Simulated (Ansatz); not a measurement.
Pb₃O₇H₈⁺, a hydroxylated oxide cluster: single points at one geometry.

```yaml
crystal:
  periodic: [false, false, false]
  atoms:
    - {symbol: Pb, position_ang: [-0.288755, 2.604203, -0.478714]}
    - {symbol: Pb, position_ang: [1.875460, 0.438033, -2.229942]}
    - {symbol: Pb, position_ang: [-1.294374, -0.970300, 1.423669]}
    - {symbol: O, position_ang: [-1.211325, -1.131352, -1.350045]}
    - {symbol: O, position_ang: [1.232134, -1.550415, -1.496306]}
    - {symbol: O, position_ang: [-1.049223, 0.448735, 3.168222]}
    - {symbol: O, position_ang: [-0.325185, 1.215518, -2.300758]}
    - {symbol: O, position_ang: [-1.531516, 1.263807, 0.790372]}
    - {symbol: O, position_ang: [1.658879, 1.410148, -0.155269]}
    - {symbol: O, position_ang: [0.975811, -0.844202, 1.048578]}
    - {symbol: H, position_ang: [-0.186424, -1.441105, -1.482688]}
    - {symbol: H, position_ang: [-1.770783, -1.794378, -1.794638]}
    - {symbol: H, position_ang: [1.308852, -1.478002, -0.494323]}
    - {symbol: H, position_ang: [-0.093459, 0.560053, 3.344787]}
    - {symbol: H, position_ang: [-0.869968, 0.405835, -2.052811]}
    - {symbol: H, position_ang: [-1.363785, 1.400492, 1.790119]}
    - {symbol: H, position_ang: [1.445460, 0.617817, 0.449505]}
    - {symbol: H, position_ang: [1.488232, -1.154877, 1.820254]}
basis:
  gaussian: {orbitals: def2-SVP}
total_charge: 1
magnetization: {spin_polarized: true, initial_magnetization: 1}
hamiltonian: {xc: pbe0, dispersion: d4}
scf: {omitted_lower_state_checks: [starts]}
output: {orbitals: {seedname: orbitals}}
```

The file start.molden holds the orbitals of an earlier run on this structure, at another level or in another basis.

```sh
$ ansatz run in.yaml --threads 4 --pin off --events-out ev --progress --plain --max-ram 6963MiB
```

Shortened log:

```
Functional definition: PBE0
2353 factors; integrals over basis functions are off by at most 1.4e-3 eV
mean field evaluation 1: about -30133.3393 eV, gradient 1.0e2 eV
mean field evaluation 2: about -29836.0833 eV, gradient 2.4e2 eV
mean field evaluation 4: about -30165.5270 eV, gradient 4.7e1 eV
mean field evaluation 8: about -30175.2415 eV, gradient 5.9e0 eV
mean field evaluation 16: about -30175.7888 eV, gradient 5.5e-1 eV
mean field evaluation 32: about -30175.8337 eV, gradient 2.6e-1 eV
mean field -30175.83432433 eV, -1108.9414575042 hartree, gradient 4.8e-6 eV, S^2 0.760562; 0 other end points of the search recorded, 0 dependent functions left out
reference -30175.83436393 eV, -1108.9414589594 hartree; 65, 64 occupied and 151, 152 virtual orbitals, 2353 factors
Total energy: -30176.48443056 eV, -1108.9653484671 hartree
Checks for a lower state left out: starts
```

It took 49 s on 4 threads of Arm Neoverse N1 on a shared host, peak host memory 1.4 GiB.

The first input with `gaussian: {orbitals: def2-SVP, initial_orbitals: start.molden}`, `hamiltonian: {xc: pbe, dispersion: d4}` (abridged; 24 s):

```
Functional definition: PBE
mean field evaluation 16: about -30179.8758 eV, gradient 4.6e-5 eV
mean field -30179.87578430 eV, -1109.0899784183 hartree, gradient 3.6e-6 eV, S^2 0.752190
Total energy: -30180.61659537 eV, -1109.1172027233 hartree
Checks for a lower state left out: starts
```

The first input with `gaussian: {orbitals: def2-SVP, initial_orbitals: start.molden}`, `hamiltonian: {xc: {name: r2SCAN0}, dispersion: d4}` (abridged; 70 s):

```
Functional definition: r2SCAN0
mean field -30183.99491534 eV, -1109.2413536920 hartree, gradient 7.4e-6 eV, S^2 0.765788
Total energy: -30184.22317917 eV, -1109.2497422331 hartree
Checks for a lower state left out: starts
```

Geometry: PBE-D4/def2-SVP, that of the neutral singlet.

In the def2 sets Pb takes a core potential; there is no spin–orbit coupling. At PBE-D4/def2-SVP the gap within one spin of the charge 1 doublet nearly closes, so an electron or hole may be smeared out by delocalisation error.
